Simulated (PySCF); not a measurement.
# A series of octahedral complexes of Mn(III)

All values are computed with PySCF: state-averaged CASSCF of the d shell with SC-NEVPT2, spin-free X2C, triple-zeta basis on the metal and double-zeta on the ligands, mean-field spin-orbit coupling; DFT geometries.

```
     complex  point group    M–L / Å  L–M–L / ° (cis)  solvent
[Mn(H2O)6]3+           Cs  1.92–2.10               90    water
    [MnF6]3-          D4h  1.88–2.09               90    water
   [MnCl6]3-          D4h  2.35–2.63               90    water
 [Mn(OH)6]3-           Ci  1.95–2.32           76–104    water
```

Question: What are the ground states and moments?

Answer: 
```json
{"complex": "[Mn(H2O)6]3+", "shell": "d4", "ground state (NEVPT2)": "5A' (from 5Eg)", "total orbital splitting (CASSCF fit) / cm⁻¹": "17589", "μeff(300 K) / μB": "4.88"}
{"complex": "[MnF6]3-", "shell": "d4", "ground state (NEVPT2)": "5B1g (from 5Eg)", "total orbital splitting (CASSCF fit) / cm⁻¹": "16401", "μeff(300 K) / μB": "4.87"}
{"complex": "[MnCl6]3-", "shell": "d4", "ground state (NEVPT2)": "5B1g (from 5Eg)", "total orbital splitting (CASSCF fit) / cm⁻¹": "12197", "μeff(300 K) / μB": "4.88"}
{"complex": "[Mn(OH)6]3-", "shell": "d4", "ground state (NEVPT2)": "5Ag (from 5Eg)", "total orbital splitting (CASSCF fit) / cm⁻¹": "20188", "μeff(300 K) / μB": "4.88"}
```

In [Mn(H2O)6]3+, [MnF6]3-, [MnCl6]3-, [Mn(OH)6]3- the symmetry is lower than cubic, so the total splitting isn't 10Dq alone: it holds the effect of the lower symmetry too.
